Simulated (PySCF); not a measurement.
**AgI at PBE0**

Computed with PBE0; Ag cc-pVTZ-PP with ECP28, I cc-pVTZ-PP with ECP28; scalar-relativistic core potentials (PySCF 2.14).

* state: ¹Σ⁺ (singlet), closed shell
* bond length: 256.1 pm
* harmonic wavenumber: 204 cm⁻¹
* force constant: 1.42 mdyn/Å
* rotational constant Be: 0.04431 cm⁻¹
* anharmonicity ωexe: 0.470 cm⁻¹
* vibration–rotation constant αe: 0.000145 cm⁻¹
* well depth De to Ag (4d10 5s1) + I: 2.60 eV
* dissociation energy D0: 2.59 eV
* HOMO–LUMO gap: 3.70 eV
* bond order (Mayer): 1.15
* dipole moment (positive dipole means Ag(−)I(+)): -4.89 D

Spin–orbit coupling is left out, which matters for elements this heavy, above all for dissociation energies.
